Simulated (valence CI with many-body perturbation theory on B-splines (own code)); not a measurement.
## Ir LXXI: calculated level list

Computed by valence CI with perturbative core correlation (CI+MBPT): five valence electrons over a frozen Dirac-Fock core [He], radial functions for each j: 9 s, 9 p, 8 d, 6 f, 3 g, 1 h, with the one-electron correlation potential Σ1 (screened to all orders), the two-electron term Σ2, the three-electron term Σ3, Breit, model QED; selected single and double excitations, second order for the rest (own B-spline code, finite nucleus).

No measured spectrum was set against this ion. As an estimate, large intervals hold to a few tenths of a per cent, small ones and those within an open d or f shell to about a per cent. Among the levels kept, up to 1200 cm⁻¹ of a level comes from second order outside the variational space, and about a tenth of that is noise between levels of different J, which matters for small intervals.

Levels 46 to 75 of 75, with energies above the lowest level, (2s^2 2p1/2^2 2p3/2) J=3/2. "Leading %" is the weight of the configuration and term that name the level; weights of strongly mixed levels are sums over their largest components and can fall short. In the jj column 3d3/2^4 stands for four electrons in 3d with j = 3/2.

```
No.  Configuration  Term    J  E (eV)  Leading %      g                      Leading jj  Second component
 46       2s²2p²3d    ⁴D  1/2   11957         79  0.250  2s^2 2p1/2 2p3/2 3d3/2 (100 %)  15 % 2s²2p²3d ²P
 47       2s²2p²3d    ²G  7/2   11968         55  0.994   2s^2 2p1/2 2p3/2 3d3/2 (99 %)  25 % 2s²2p²3d ²F
 48       2s²2p²3d    ²D  5/2   11985         37  1.114   2s^2 2p1/2 2p3/2 3d3/2 (98 %)  32 % 2s²2p²3d ²F
 49       2s²2p²3d    ²D  3/2   11990         47  1.096   2s^2 2p1/2 2p3/2 3d3/2 (99 %)  18 % 2s²2p²3d ²P
 50       2s²2p²3d    ²P  1/2   12001         39  1.585   2s^2 2p1/2 2p3/2 3d3/2 (99 %)  32 % 2s²2p²3d ⁴P
 51       2s²2p²3d    ⁴D  7/2   12071         46  1.293   2s^2 2p1/2 2p3/2 3d5/2 (98 %)  38 % 2s²2p²3d ⁴F
 52       2s²2p²3d    ²P  3/2   12091         40  1.312   2s^2 2p1/2 2p3/2 3d5/2 (99 %)  25 % 2s²2p²3d ⁴P
 53       2s²2p²3d    ²G  9/2   12091         65  1.161  2s^2 2p1/2 2p3/2 3d5/2 (100 %)  35 % 2s²2p²3d ⁴F
 54       2s²2p²3d    ²F  5/2   12093         44  1.130   2s^2 2p1/2 2p3/2 3d5/2 (99 %)  20 % 2s²2p²3d ⁴P
 55       2s²2p²3d    ²D  5/2   12110         58  1.247   2s^2 2p1/2 2p3/2 3d5/2 (98 %)  27 % 2s²2p²3d ⁴P
 56       2s²2p²3d    ²F  7/2   12118         70  1.122   2s^2 2p1/2 2p3/2 3d5/2 (98 %)  13 % 2s²2p²3d ⁴F
 57       2s²2p²3d    ²D  3/2   12126         57  0.959   2s^2 2p1/2 2p3/2 3d5/2 (99 %)  29 % 2s²2p²3d ²P
 58       2s²2p²3d    ²P  1/2   12131         56  1.227   2s^2 2p1/2 2p3/2 3d5/2 (99 %)  37 % 2s²2p²3d ²S
 59        2s2p³3p    ⁴D  7/2   12171         49  1.410   2s 2p1/2^2 2p3/2 3p3/2 (98 %)   25 % 2s2p³3p ⁶P
 60        2s2p³3p    ²P  3/2   12181         31  1.489   2s 2p1/2^2 2p3/2 3p3/2 (98 %)   29 % 2s2p³3p ⁴P
 61        2s2p³3p    ⁴P  5/2   12200         38  1.396   2s 2p1/2^2 2p3/2 3p3/2 (99 %)   21 % 2s2p³3p ²D
 62        2s2p³3p    ²P  1/2   12205         41  1.386  2s 2p1/2^2 2p3/2 3p3/2 (100 %)   23 % 2s2p³3p ⁴P
 63        2s2p³3p    ²D  5/2   12271         33  1.254   2s 2p1/2^2 2p3/2 3p3/2 (99 %)   21 % 2s2p³3p ⁴P
 64        2s2p³3d   ⁴D°  5/2   12276         30  1.228   2s 2p1/2^2 2p3/2 3d3/2 (99 %)  17 % 2s2p³3d ⁶D°
 65        2s2p³3d   ⁴D°  3/2   12282         29  1.327  2s 2p1/2^2 2p3/2 3d3/2 (100 %)  22 % 2s2p³3d ⁶D°
 66        2s2p³3d   ²F°  7/2   12286         25  1.206   2s 2p1/2^2 2p3/2 3d3/2 (98 %)  23 % 2s2p³3d ⁴F°
 67        2s2p³3d   ⁴P°  1/2   12287         47  2.200  2s 2p1/2^2 2p3/2 3d3/2 (100 %)  25 % 2s2p³3d ⁶D°
 68        2s2p³3p    ²P  3/2   12290         37  1.219   2s 2p1/2^2 2p3/2 3p3/2 (99 %)   13 % 2s2p³3p ⁴D
 69        2s2p³3p    ⁴P  1/2   12295         38  1.738   2s 2p1/2^2 2p3/2 3p3/2 (99 %)   26 % 2s2p³3p ²P
 70        2s2p³3d   ²D°  3/2   12369         37  0.907   2s 2p1/2^2 2p3/2 3d3/2 (93 %)  24 % 2s2p³3d ⁴F°
 71        2s2p³3d   ²F°  5/2   12375         37  0.918  2s 2p1/2^2 2p3/2 3d3/2 (100 %)  21 % 2s2p³3d ⁴G°
 72        2s2p³3d   ⁴D°  1/2   12385         47  0.597   2s 2p1/2^2 2p3/2 3d3/2 (99 %)  30 % 2s2p³3d ²P°
 73        2s2p³3d   ⁴F°  9/2   12395         51  1.318  2s 2p1/2^2 2p3/2 3d5/2 (100 %)  26 % 2s2p³3d ⁶D°
 74        2s2p³3d   ⁴D°  5/2   12422         30  1.317  2s 2p1/2^2 2p3/2 3d5/2 (100 %)  19 % 2s2p³3d ²D°
 75        2s2p³3d   ⁴D°  7/2   12428         41  1.281   2s 2p1/2^2 2p3/2 3d5/2 (98 %)  21 % 2s2p³3d ²F°
```
